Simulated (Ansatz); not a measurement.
Molecule: 1-methylsulfonylethyne, C3H4O2S, charge 0, multiplicity 1. 
Geometry from a B3LYP-D3(BJ)/def2-TZVP (Ansatz, an electronic-structure program) optimisation:
```xyz
10

C      2.3876     0.8008     0.2859
C      1.2753     0.3710     0.1537
S     -0.3150    -0.2778    -0.0346
C     -1.2906     1.2008    -0.1840
O     -0.6622    -0.9383     1.1924
O     -0.3505    -0.9830    -1.2851
H      3.3771     1.1734     0.4036
H     -0.9622     1.7550    -1.0602
H     -1.1868     1.7872     0.7259
H     -2.3195     0.8632    -0.3073
```
Charge 0, spin multiplicity 1.

Basis-set convergence of Hartree-Fock and CCSD correlation energies (hartree) with Ansatz. Valence correlation only, unless marked. No spin-orbit coupling. Non-relativistic.

| basis | functions | E(HF) | E(corr, CCSD) |
|---|---|---|---|
| aug-cc-pV(D+d)Z | 183 | -663.08929 | -0.98465 |
| aug-cc-pV(T+d)Z | 377 | -663.19351 | -1.17289 |
| aug-cc-pV(Q+d)Z | 673 | -663.21554 | -1.23474 |

Extrapolating the two largest sets (X = 3 and 4) as X^-3: E(corr) = (64·(-1.23474) - 27·(-1.17289))/37 = -1.2799 Eh, an estimate of the basis-set limit. The largest set recovers 96.5 % of it, the smallest 76.9 %.
